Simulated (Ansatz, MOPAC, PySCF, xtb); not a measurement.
Donor–acceptor adduct: GaH3 (SMILES [GaH3]) (first 4 atoms) with C3H9N (SMILES CN(C)C); geometry from B3LYP-D3(BJ)/def2-TZVP, rigid monomers moved along the line of their centres of mass till Ga1···N6 is 1.95 Å.
(charge 0, multiplicity 1):
```xyz
17

Ga    -0.74919     0.40673     1.71061
H     -1.49296     1.74067     2.13117
H      0.59105     0.53920     0.87651
H     -1.62811    -0.89357     1.49562
C     -1.06077    -0.22717     4.41536
N      0.02922    -0.05068     3.44097
C      0.79349    -1.30126     3.29747
C      0.91801     1.04548     3.86184
H     -0.66197    -0.48587     5.40255
H     -1.72260    -1.02106     4.07476
H     -1.63130     0.69668     4.48800
H      1.24741    -1.59141     4.25156
H      1.57583    -1.16138     2.55406
H      0.12767    -2.09300     2.95968
H      1.37524     0.82457     4.83274
H      1.70033     1.18015     3.11745
H      0.34317     1.96657     3.93554
```

Interaction energies are E(AB) − E(A) − E(B) at the monomers' geometry in the complex; basis-set methods are counterpoise corrected. Rows marked so take none.

Rows in 6-31G*, STO-3G carry no dispersion term and start afresh at each structure (6-31G* with six Cartesian d functions); the Pople sets are all-electron and without relativity. MP2/6-31G* freezes PySCF's default core, which leaves 3d correlated. The state that AM1, PM7 reach isn't checked; PM7 holds dispersion and hydrogen-bond terms.

The values were computed with Ansatz (an electronic-structure program); MOPAC for AM1, PM7 (differences of heats of formation); PySCF for 6-31G* rows, STO-3G rows, the dispersion terms; xtb for the GFN methods. Values without a source in brackets are computed.

| level | interaction energy (kJ/mol) |
|---|---|
| AM1 | -154.3 |
| PM7 | 14.1 |
| GFN1-xTB | -74.8 |
| HF/STO-3G (no counterpoise) | -193.6 |
| HF/6-31G* (no counterpoise) | -83.8 |
| r2SCAN-D4/def2-TZVPPD | -124.9 |
| PBE0-D4/def2-TZVPPD | -120.5 |
| M06-2X/6-31G* (no counterpoise) | … |
| MP2/6-31G* (no counterpoise) | … |

Q: Fill in the missing entries.

A: 
- M06-2X/6-31G* (no counterpoise), interaction energy (kJ/mol): -133.3
- MP2/6-31G* (no counterpoise), interaction energy (kJ/mol): -128.9
